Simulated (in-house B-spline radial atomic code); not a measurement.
La³⁺. Computed with a B-spline radial atomic code. Model: all-electron spherical atom, spin shells full or empty, radial basis limit, no spin-orbit coupling, Breit or QED, empty-state partial waves extrapolated as (l+1/2)^-4, RPA, G0W0 and static COHSEX of the highest shell as one setting changes (uncorrelated shells keep exact exchange).

Empty levels are discrete states of a finite basis, so the steps are uneven.

Given: element La; charge 3; filled core Kr; hamiltonian one-electron scalar X2C; mean-field start r2SCAN; highest l of empty states 9; nuclear rms radius 4.855 fm; lowest nl shells left uncorrelated 7; highest mean-field shell 5p; box radius 14.14 bohr.

Shell: 4d 5 5, 5s 1 1, 5p 3 3 (electrons up and down).

```csv
highest empty level kept (hartree),RPA correlation energy (hartree),G0W0 level (eV),G0W0 minus most complete (meV),COHSEX level (eV),linearised minus solved G0W0 (meV)
5.33,-0.92942,-50.543,461.3,-52.574,-22
10.67,-1.1083,-50.738,266.5,-53.068,-23.8
18.67,-1.2624,-50.85,154,-53.371,-24.9
32,-1.3988,-50.925,79,-53.571,-25.7
53.33,-1.4919,-50.964,39.9,-53.706,-26.2
96,-1.5633,-50.989,15.1,-53.805,-26.5
160,-1.589,-50.998,6.5,-53.834,-26.6
320,-1.6005,-51.002,1.7,-53.849,-26.6
640,?,?,?,?,?
1333.3,?,?,?,?,?
3200,-1.6042,-51.004,0,-53.857,-26.6
10667,-1.6042,-51.004,0,-53.857,-26.6
```

(1) What follows for highest empty level kept = 1333.3?

(2) What follows for highest empty level kept = 640?

## Answers

(1) RPA correlation energy -1.6039 hartree; G0W0 level -51.004 eV; G0W0 minus most complete 0.1 meV; COHSEX level -53.856 eV; linearised minus solved G0W0 -26.6 meV.

(2) RPA correlation energy -1.603 hartree; G0W0 level -51.003 eV; G0W0 minus most complete 0.6 meV; COHSEX level -53.854 eV; linearised minus solved G0W0 -26.6 meV.
